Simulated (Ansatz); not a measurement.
Harmonic frequencies (cm⁻¹) at PBE0-D4/def2-TZVP from Ansatz: 112, 210, 254, 462, 524, 641, 657, 713, 735, 862, 900, 928, 1576, 2075, 2137, 3449, 3563, 3660.

Each molecule was computed in one conformer, which needn't be the lowest.

(1) Which molecule is it?
A. `[CH2][Mg][CH3]`•
B. `CO[SiH]Br`•
C. `[CH3][Sn]([OH])[Cl]`•
D. `[NH][GeH2][NH2]`•

## Answers

(1) D.
